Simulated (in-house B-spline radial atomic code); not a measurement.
A run on Tc (an excited or competing configuration) that did not converge. Method: scalar-relativistic (X2C) wB97X, spin-polarised, spherical fractional occupations, exact exchange averaged over the configuration, Fermi nucleus of rms radius 4.41117 fm; computed with a B-spline radial code for spherical atoms.

Command:
```bash
python run_scf.py task.json out
```
Settings (nuclear radius in fm, mass in u):
```
Z                43
configuration    [Kr] 4d4 4f1 5s2
hamiltonian      x2c
method           wb97x
spin_polarised   True
nucleus          fermi
rms_radius       4.41117
atomic_mass      96.90636
speed_of_light   137.035999084
exact_exchange   averaged over the configuration
```

First and last ten iterations of the last attempt (damped for 15 steps, keeping 80 % of the old Fock matrix, then DIIS):
```
 iter        energy (Eh)    residual
    1       -4278.001292    4.45e-01
    2       -4281.169387    2.57e-01
    3       -4282.951161    1.68e-01
    4       -4283.966798    1.08e-01
    5       -4284.540175    6.99e-02
    6       -4284.818397    4.63e-02
    7       -4284.930400    3.31e-02
    8       -4284.977396    2.53e-02
    9       -4284.998758    2.02e-02
   10       -4285.008597    1.62e-02
  111       -4285.020461    2.53e-04
  112       -4285.020453    3.33e-04
  113       -4285.020465    3.39e-04
  114       -4285.020455    3.41e-04
  115       -4285.020454    3.46e-04
  116       -4285.020456    3.54e-04
  117       -4285.020449    5.46e-04
  118       -4285.020455    4.22e-04
  119       -4285.020468    3.94e-04
  120       -4285.020466    3.85e-04
 not converged after 120 iterations
```

The smallest residual met was 2.5e-04; the threshold is about 4e-07. No energy from this run should be used. Time taken, with all properties: 52 s on 1 thread of Intel(R) Xeon(R) Platinum 8259CL CPU @ 2.50GHz (shared host).
